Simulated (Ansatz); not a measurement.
Species: dichloro(dimethyl)germane, C2H6Cl2Ge, net charge 0, singlet state. 
Structure (B3LYP-D3(BJ)/def2-TZVP (Ansatz, a quantum-chemistry and plane-wave program) minimum search):
```xyz
11

C      1.6258    -1.2076    -0.6081
Ge    -0.0062    -0.2828    -0.0900
C     -1.6805    -1.2707    -0.1803
Cl     0.2447     0.4232     1.9539
Cl    -0.2026     1.4833    -1.3474
H      1.7747    -2.0725     0.0376
H      2.4697    -0.5287    -0.5044
H      1.5466    -1.5322    -1.6451
H     -2.4951    -0.6234     0.1379
H     -1.8557    -1.5971    -1.2049
H     -1.6276    -2.1374     0.4778
```
Charge 0, spin multiplicity 1.

Property: atomisation energy (electronic, to ground-state atoms), in kcal/mol. Correlated levels leave the core frozen unless marked. UHF or UKS for open shells. No spin-orbit coupling. The frozen core is the preceding noble-gas configuration, with the filled d and f shells of earlier blocks. Non-relativistic. The coupled-cluster limit lacks core correlation, which all-electron functionals hold. Basis-set limits of correlation are two-point, X^-3; Hartree-Fock from the larger set.

| level | program | atomisation energy (kcal/mol) |
|---|---|---|
| BLYP-D3(BJ)/def2-TZVPD | Ansatz + dftd3 | 914.3 |
| PBE0/def2-QZVPP | Ansatz | 924.3 |

### Question
Predict the CCSD(T)/CBS(def2-TZVPPD,def2-QZVPPD) result (Ansatz).

### Answer
928.6 kcal/mol, so PBE0/def2-QZVPP differs from it by -4.3 kcal/mol.
